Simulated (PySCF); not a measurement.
C₆H₉N.
Structure used (GFN2-xTB), in Å, numbered top down from 1:
```xyz
16
C6H9N angstrom
C      3.4684    0.1918   -0.5805
C      2.3832   -0.2646   -0.0431
C      1.2884   -0.7043    0.4958
C     -0.0349   -0.0046    0.3973
C     -1.0643   -0.8456   -0.3175
N     -2.2637   -0.5644   -0.5547
C     -2.8497    0.6820   -0.1561
H      3.7548   -0.0655   -1.5882
H      4.1414    0.8403   -0.0416
H      1.2898   -1.6390    1.0429
H      0.0789    0.9467   -0.1313
H     -0.4096    0.2193    1.4037
H     -0.7275   -1.8132   -0.6759
H     -2.4376    1.0964    0.7702
H     -3.9208    0.5199   -0.0374
H     -2.7043    1.4140   -0.9536
```

Computed at PBE0/pcSseg-1 (PySCF, non-relativistic), with Q(14N) = 0.02044 b: N6, 14N (I = 1): χzz = -5.418 MHz, η = 0.298.

Question: Where would the pure quadrupole (NQR) lines of 14N at N6 fall for the rigid, isolated species?

Answer: From ν± = (3/4)|χ|(1 ± η/3) and ν0 = |χ|η/2: ν+ 4.467 MHz, ν− 3.660 MHz, ν0 0.807 MHz (imine nitrogen).

In a crystal, neighbours and librations shift these lines. GFN2-xTB bond lengths can be off by several hundredths of an ångström, more for odd bonds, and the gradients follow them. The small basis limits the accuracy of the gradients.

The run behind these numbers computed NMR shieldings as well. On one thread, Arm Neoverse N1 (shared host), this took 30 s wall.

One conformer stands for the species.
